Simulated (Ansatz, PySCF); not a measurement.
Species: CH2Cl3Si (charge -1, singlet). It need not be the lowest isomer of its formula. Whether it binds its extra electron was not tested at this geometry. 
Structure (B3LYP-D3(BJ)/def2-TZVP (Ansatz, a program for electronic structure) minimum search):
```xyz
7

C     -2.1589    -0.4012     0.0653
Si    -0.4721    -0.0701     0.0100
Cl     0.5577    -1.2153    -1.4409
Cl     0.4033     1.8708    -0.4446
Cl     0.5100    -0.4228     1.8507
H     -2.7350    -0.0688     0.9224
H     -2.7091    -0.4990    -0.8646
```
Charge -1, spin multiplicity 1.

Total electronic energies in hartree. Cores are frozen in the correlated levels unless marked. Spin-orbit coupling is left out. Non-relativistic. CBS marks a two-point X^-3 extrapolation of the correlation energy; Hartree-Fock from the larger set. [CCSD(T)-MP2]/basis is that difference in the basis named.

```
level                                                                             program  energy (Eh)
-------------------------------------------------------------------------  --------------  -----------
HF/def2-TZVPD                                                                       PySCF  -1706.68811
HF/aug-cc-pV(Q+d)Z                                                                 Ansatz  -1706.73557
BLYP-D3(BJ)/def2-TZVPD                                                     Ansatz + dftd3  -1709.64311
revPBE-D4/def2-TZVPD                                                       Ansatz + dftd4  -1709.35617
r2SCAN/def2-TZVPD                                                                  Ansatz          ___
PBE0-D4/def2-TZVPD                                                         Ansatz + dftd4  -1709.04438
PBE0/def2-TZVPD                                                                    Ansatz  -1709.03517
LC-wPBE-D4/def2-TZVPD                                                      Ansatz + dftd4  -1709.17331
MP2/STO-3G                                                                         Ansatz  -1688.03272
MP2/6-31G                                                                          Ansatz  -1706.67496
SCS-MP2/STO-3G                                                                     Ansatz  -1688.03940
SCS-MP2/6-31G*                                                                     Ansatz  -1707.12501
CCSD(T)/cc-pV(D+d)Z                                                                Ansatz  -1707.36021
CCSD(T) with core electrons (1s frozen past Ne)/cc-pwCVTZ                          Ansatz  -1708.82301
RI-MP2/CBS(aug-cc-pV(T+d)Z,aug-cc-pV(Q+d)Z)+[CCSD(T)-MP2]/aug-cc-pV(T+d)Z          Ansatz   -1707.8475
```

Question: Complete the blanks.

Answer: 
- r2SCAN/def2-TZVPD, energy (Eh): -1709.52112
